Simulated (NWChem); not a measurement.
System: CH6AlFSi; SMILES [CH3][Al]([F])[SiH3]

Here is an NWChem input.

```
start job
memory heap 200 mb stack 900 mb global 1100 mb
geometry units angstroms noautoz
  Al     0.083530    -0.532374    -0.001785
  F      1.663091    -1.090657     0.006833
  C     -1.319149    -1.879820    -0.001052
  H     -1.215195    -2.546172    -0.874346
  H     -2.332850    -1.450451    -0.019499
  H     -1.237299    -2.520292     0.893797
  Si    -0.150518     1.907653    -0.004364
  H     -1.584754     2.326462    -0.119241
  H      0.598528     2.525921    -1.145456
  H      0.392796     2.499453     1.261313
end
basis spherical
  Al library def2-tzvpp
  F library def2-tzvpp
  C library def2-tzvpp
  H library def2-tzvpp
  Si library def2-tzvpp
end
dft
  xc xpbe96 cpbe96
  iterations 150
  semidirect filesize 400000000
  mulliken
end
task dft energy
```

Geometry: optimised at PBE0/def2-SVP.

**Question.** What results follow from this input? (PBE/def2-TZVPP.) Quantities: basis functions; energy (Ha); highest occupied level (eV); orbital gap (eV); dipole (D).

**Answer.** 
```json
{
 "number_of_basis_functions": "230",
 "energy (Ha)": "-673.19",
 "highest occupied level (eV)": "-6.48",
 "orbital gap (eV)": "4.26",
 "dipole (D)": "1.75"
}
```
